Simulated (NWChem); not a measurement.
Molecule: CBCl$_{2}$F$_{3}$; SMILES FC(F)(F)B(Cl)Cl

```xyz
7

B      0.0079    -0.5264     0.0104
C      0.0249     1.0870     0.0100
F     -0.4490     1.5398    -1.1772
F      1.2525     1.6132     0.1835
F     -0.7704     1.5823     0.9855
Cl     1.5020    -1.4170    -0.0065
Cl    -1.5363    -1.3308    -0.0043
```
Atoms are numbered in this order, from 1.

STO-3G and 3-21G are far too small for this property and stand as cheap habits. The geometry was optimised at B3LYP/6-31G* (spherical d).

Task: Give the principal values of the shielding tensors (ppm) of B1, C2, F3, F4, F5 from Hartree-Fock/STO-3G, GIAO (NWChem), with their diamagnetic and paramagnetic parts as GIAO splits them.

Result: 
| atom | σ11 | σ22 | σ33 | isotropic | diamagnetic | paramagnetic |
|---|---|---|---|---|---|---|
| B1 | 43.9 | 47.9 | 131.1 | 74.3 | 198.1 | -123.9 |
| C2 | 131.7 | 160.3 | 163.2 | 151.7 | 254.0 | -102.2 |
| F3 | 412.9 | 449.1 | 473.2 | 445.1 | 455.7 | -10.6 |
| F4 | 424.9 | 454.4 | 479.0 | 452.8 | 455.5 | -2.7 |
| F5 | 417.1 | 449.1 | 474.2 | 446.8 | 455.6 | -8.8 |
